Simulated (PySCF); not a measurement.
SiClH2I, SMILES Cl[SiH2]I. Atoms are numbered in the order given.

```xyz
5

Si     0.8849     1.0816     0.0000
Cl    -0.5683     2.5469     0.0000
I     -0.1157    -1.1488     0.0000
H      1.7016     1.2228     1.2311
H      1.7016     1.2228    -1.2311
```

Geometry: r2SCAN-D4/def2-SVP. The def2 effective core potentials stand for the cores of I; spin–orbit coupling is left out.

These are r2SCAN-D4/def2-SVP (PySCF) values and carry that method's errors.

Frequencies are harmonic and unscaled.

```csv
mode,ν (cm⁻¹),IR (km/mol),Raman (Å⁴/amu),depolarisation,moving atoms (share of kinetic energy)
1,135,1.0,5.4,0.64,"Cl 61 %, I 22 %, Si 17 %"
2,363,37.3,11.7,0.18,"Si 74 %, I 18 %"
3,540,16.7,7.3,0.75,"H 83 %, Si 15 %"
4,558,101.2,6.2,0.31,"Si 53 %, Cl 43 %"
5,694,4.1,18.9,0.75,H 98 %
6,844,322.4,17.1,0.65,H 92 %
7,935,116.6,15.6,0.71,H 96 %
8,2254,69.7,231.4,0.06,H 98 %
9,2270,81.8,102.6,0.75,H 95 %
```
